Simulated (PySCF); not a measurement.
Choosing a molecule for a target property.

Each SMILES stands for a single optimised conformer of the isolated species, non-relativistic unless stated. Electronic properties by PySCF.

Dipoles, sizes and rotational constants follow the conformer. The torsions of the flexible species, by atom-mapped SMILES:
- `[N:1]#[C:2][SiH2:3][CH2:4][NH:5][CH2:6][CH:7]([F:8])[F:9]`: C2–Si3–C4–N5 180°, Si3–C4–N5–C6 -178°, C4–N5–C6–C7 -178°, N5–C6–C7–F8 -172°
- `[CH3:1]/[N:2]=[CH:3]/[c:4]1[cH:5][cH:6][cH:7][c:8]([C:9]#[N:10])[cH:11]1`: N2–C3–C4–C5 0°
- `[CH:1]#[C:2][c:3]1[cH:4][cH:5][n:6][n:7]1[C@H:8]([CH3:9])[CH2:10][CH3:11]`: N6–N7–C8–C9 63°, N7–C8–C10–C11 -64°
- `[CH3:1][CH2:2][c:3]1[cH:4][c:5]([CH:6]2[CH2:7][CH2:8]2)[cH:9][n:10][n:11]1`: C1–C2–C3–C4 -174°, C4–C5–C6–C7 149°
- `[F:1]/[C:2](=[CH:3]\[SiH3:4])[Si@@H:5]([Cl:6])[CH2:7][CH:8]([Cl:9])[Cl:10]`: F1–C2–Si5–Cl6 -118°, C2–Si5–C7–C8 -165°, Si5–C7–C8–Cl9 -57°
- `[CH:1]#[C:2][PH+:3]([CH:4]([CH3:5])[CH3:6])[CH:7]([CH3:8])[CH3:9]`: C2–P3–C4–C5 58°, C2–P3–C7–C8 66°
- `[CH3:1]/[CH:2]=[CH:3]\[P@@H+:4]([CH3:5])[CH:6]1[CH2:7][CH2:8][CH2:9]1`: C2–C3–P4–C5 148°, C3–P4–C6–C7 72°
- `[CH3:1][NH:2][C:3](=[O:4])[C@H:5]([F:6])[CH:7]1[CH2:8][CH2:9]1`: C1–N2–C3–O4 1°, N2–C3–C5–F6 14°, C3–C5–C7–C8 89°

Question: Wanted: dipole moment below 2 D (PBE0/pcSseg-1) and HOMO energy above -7 eV (PBE0/pcSseg-1), at GFN2-xTB geometries. Which candidate meets both?
A. `C/N=C/c1cccc(C#N)c1`
B. `C(C(Cl)Cl)[Si@H](Cl)/C(F)=C/[SiH3]`
C. `CCC1=NN=CC(C2CC2)=C1`
D. `N#C[SiH2]CNCC(F)F`
E. `C#Cc1ccnn1[C@H](C)CC`

Answer: E. Computed values:
```csv
species,dipole moment,HOMO energy
C#Cc1ccnn1[C@H](C)CC,1.64 D,-6.81 eV
C(C(Cl)Cl)[Si@H](Cl)/C(F)=C/[SiH3],1.90 D,-8.06 eV
N#C[SiH2]CNCC(F)F,2.16 D,-7.43 eV
C/N=C/c1cccc(C#N)c1,4.20 D,-7.54 eV
CCC1=NN=CC(C2CC2)=C1,4.62 D,-6.35 eV
```

Question: Wanted: HOMO–LUMO gap between 7.5 eV and 8.05 eV (PBE0/pcSseg-1) and smallest rotational constant above 0.6 GHz (GFN2-xTB), at GFN2-xTB geometries. Which candidate meets both?
A. `FC(CNC[SiH2]C#N)F`
B. `C/N=C/c1cccc(C#N)c1`
C. `C#C[PH+](C(C)C)C(C)C`
D. `C/C=C\[P@@H+](C)C1CCC1`
E. `CNC(=O)[C@H](F)C1CC1`

Answer: C. Computed values:
```
               species  HOMO–LUMO gap  smallest rotational constant
   C/N=C/c1cccc(C#N)c1        5.58 eV                     0.476 GHz
     FC(CNC[SiH2]C#N)F        6.88 eV                     0.373 GHz
C/C=C\[P@@H+](C)C1CCC1        7.00 eV                     0.698 GHz
  C#C[PH+](C(C)C)C(C)C        7.97 eV                     0.787 GHz
  CNC(=O)[C@H](F)C1CC1        8.12 eV                     0.955 GHz
```
